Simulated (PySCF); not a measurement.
**How methods differ on the ionisation energy of P⁺**

P⁺ [Ne] 3s2 3p2 (3P) → P²⁺ [Ne] 3s2 3p1 (2P), as a difference of total energies. Computed with PySCF 2.14 in def2-TZVP, with no relativity, point nucleus. Correlated levels: valence: [Ne] frozen. The calculations carry no spin-orbit coupling.

| method | ionisation energy (eV) | difference from reference (eV) |
| --- | --- | --- |
| UHF | 19.164 | -0.605 |
| MN15 | 19.797 | +0.028 |
| r2SCAN | 19.950 | +0.181 |
| MP2 (valence) | 19.596 | -0.173 |
| SCS-MP2 (valence) | 19.508 | -0.261 |
| CCSD (valence) | 19.636 | -0.133 |
| CCSD(T) (valence) | 19.670 | -0.099 |

Reference: 19.769 eV (semi-empirical (NIST evaluation); NIST Atomic Spectra Database, ionization energies).

The reference lies between the lowest fine-structure levels, while these numbers refer to the centres of the terms.

Errors of the correlated levels include the incompleteness of this basis and the frozen core.
